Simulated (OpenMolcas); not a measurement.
4d⁷ along the 43-electron sequence

| Item | Value |
| --- | --- |
| Program | OpenMolcas 26.06 |
| Method | MS-CASPT2, IPEA 0.25 Eh, imaginary shift 0.1 Eh |
| Basis | ANO-RCC-VTZP |
| Scalar Hamiltonian | DKH2, point nucleus |
| Spin-orbit coupling | state interaction with AMFI integrals over the reference wave functions, term energies averaged over their components |

Active space for each ion: 7 electrons in 5 orbitals (4d); closed shells correlated by CASPT2: 4s 4p.

Computed levels in cm-1 above ⁴F_9/2:

| Level | Rh2+ | Pd3+ | Ag4+ |
| --- | --- | --- | --- |
| ⁴F_7/2 | 2090 | 2780 | 3500 |
| ⁴F_5/2 | 3420 | 4490 | 5580 |
| ⁴F_3/2 | 4270 | 5550 | 6860 |
| ⁴P_3/2 | 11750 | 13280 | 14920 |
| ⁴P_5/2 | 11800 | 13580 | 15520 |
| ⁴P_1/2 | 13190 | 15330 | 17640 |
| ²G_9/2 | 13790 | 15560 | 17610 |
| ²G_7/2 | 15830 | 18260 | 20980 |
| ²H_11/2 | 18580 | 20990 | 23800 |
| weight of ⁴F in the lowest level (%) | 98 | 97 | 97 |

Mixed levels, with the weight of the term that names them: Pd3+ ⁴P_3/2 (71 %), Ag4+ ⁴P_3/2 (66 %).

Measured, with the error of the calculation in %. Measured levels: Rh2+ from the list in Shadmi, J. Res. Natl. Bur. Stand. 70A, 435 (1966); Ag4+ from the list in Gamrath, thesis, University of Mons (2023).

| Level | Rh2+ | Ag4+ |
| --- | --- | --- |
| ⁴F_7/2 | 2148 (-2.8) | 3690 (-5.2) |
| ⁴F_5/2 | 3486 (-1.8) | 5816 (-4.0) |
| ⁴F_3/2 | 4322 (-1.2) | 7097 (-3.3) |
| ⁴P_3/2 | 10997 (+6.9) | 14204 (+5.1) |
| ⁴P_5/2 | 11062 (+6.7) | 14899 (+4.1) |
| ⁴P_1/2 |  | 17067 (+3.3) |
| ²G_9/2 |  | 16875 (+4.4) |
| ²G_7/2 |  | 20442 (+2.6) |
| ²H_11/2 |  | 22532 (+5.6) |

The fine-structure level ⁴F_3/2 changes by a factor of 1.61 from Rh2+ to Ag4+. Its fourth root runs 8.08, 8.63, 9.10, with steps per unit of Z of 0.55, 0.47; equal steps would mean a (Z - σ)^4 law with constant σ.

⁴P_3/2 changes by a factor of 1.27 over the same range, with steps per unit of Z of +1530, +1640 cm-1.

CASPT2 does not keep the components of a term degenerate, so their means are used; among the terms shown or strongly mixed into the levels shown the widest spread is 810 cm-1 (4d⁷ ⁴F, Rh2+). Terms from blocks run as CI alone lack orbitals of their own. Levels of configurations with an s electron are missing; early in the row they begin among the upper levels of the d shell and mix with terms of their name (holds for Rh2+). Measured partners are found by configuration, term and J. A level has none where our copy of the source lacks it or the pairing is in doubt (some pairs that miss far off the trend of their configuration count as doubtful), and it then counts in no deviation. Only configurations of the active space appear.
